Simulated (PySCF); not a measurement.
## Static response to an electric field

C5H4FO3P.
Atom-mapped SMILES: `[CH3:1][O:2][C:3](=[O:4])[c:5]1[o:6][cH:7][p:8][c:9]1[F:10]` (hydrogens: H11, H12, H13 on C1; H14 on C7)

Geometry (GFN2-xTB, Å), atoms numbered from 1 in this order:
```
atom  x, y, z in Å
C1     2.7474   -0.1642    0.2144
O2     1.3454   -0.3111    0.3972
C3     0.5542    0.3449   -0.4534
O4     0.9334    1.0497   -1.3518
C5    -0.8714    0.1040   -0.1424
O6    -1.7796    0.7077   -0.9173
C7    -3.0210    0.4233   -0.5457
P8    -3.2138   -0.6214    0.8015
C9    -1.4446   -0.6615    0.8464
F10   -0.7462   -1.3572    1.7413
H11    3.1201   -0.9720   -0.4180
H12    2.9663    0.7957   -0.2569
H13    3.1999   -0.2248    1.2016
H14   -3.7909    0.8864   -1.1393
```

Level: B3LYP/def2-SVPD (PySCF), static field, nuclei fixed, core orbitals frozen in the response. The polarisability tensor in these axes (au):

```
x   131.84   3.66  -5.36
y     3.66  73.60 -17.21
z    -5.36 -17.21  82.50
```

Question: Diagonalise the tensor; give its mean and Δα, where Δα² is half the sum of the squared differences of the eigenvalues.

Answer: Principal values 60.28, 94.70 and 132.97 au; mean 95.98 au = 14.22 Å³ = 15.83 × 10⁻⁴⁰ C²·m²/J; Δα = 62.99 au (66 % of the mean).

Question: What is the dipole moment, and where does it point?

Answer: (-0.20, -0.44, 0.58) D, 0.75 D in size, pointing from the negative to the positive side. Measured along this direction, the outermost atoms are O4 at the negative end and F10 at the positive end.

Question: What depolarisation ratio follows for Rayleigh scattering of linearly polarised light, taking the static tensor?

Answer: ρ = 3Δα²/(45ᾱ² + 4Δα²) = 11902.7/(414574 + 15870.3) = 0.0277.

Question: Sum over states: ᾱ = Σ f/ω², ω in Eh. What share falls to these 8 lowest TDDFT singlets (eV, f)? 4.90, 0.0011; 5.02, 0.0864; 5.14, 0.1704; 5.76, 0.0043; 6.02, 0.3202; 6.05, 0.0030; 6.20, 0.0014; 6.22, 0.0677.

Answer: They add up to 15.38 au, 16.0 % of the 95.98 au; the largest single term is 6.55 au, from the state at 6.02 eV. Terms in order: 0.03, 2.54, 4.78, 0.10, 6.55, 0.06, 0.03, 1.30 au. Higher excitations give the rest. The strengths listed sum to 0.655.

Question: Find the Langevin capture rate constant for NH4+ (18.034 u) meeting this molecule (161.988 u), k = 2.342 × 10⁻⁹ cm³/s × √(α in Å³ / reduced mass in u).

Answer: The reduced mass is 16.23 u, so k = 2.19 × 10⁻⁹ cm³/s. The formula leaves out the permanent dipole, which adds to the capture rate.

One conformer (not necessarily the lowest) at the GFN2-xTB geometry, without solvent, vibrations or thermal averaging. GFN2-xTB frequencies show an imaginary mode (37i cm⁻¹), so this geometry is no minimum at that level.

These values come from a run that also computed excited states. Hardware: one thread, Arm Neoverse V1 (aarch64), shared host. Cost: 61 s wall, 1.0 GiB resident at most.
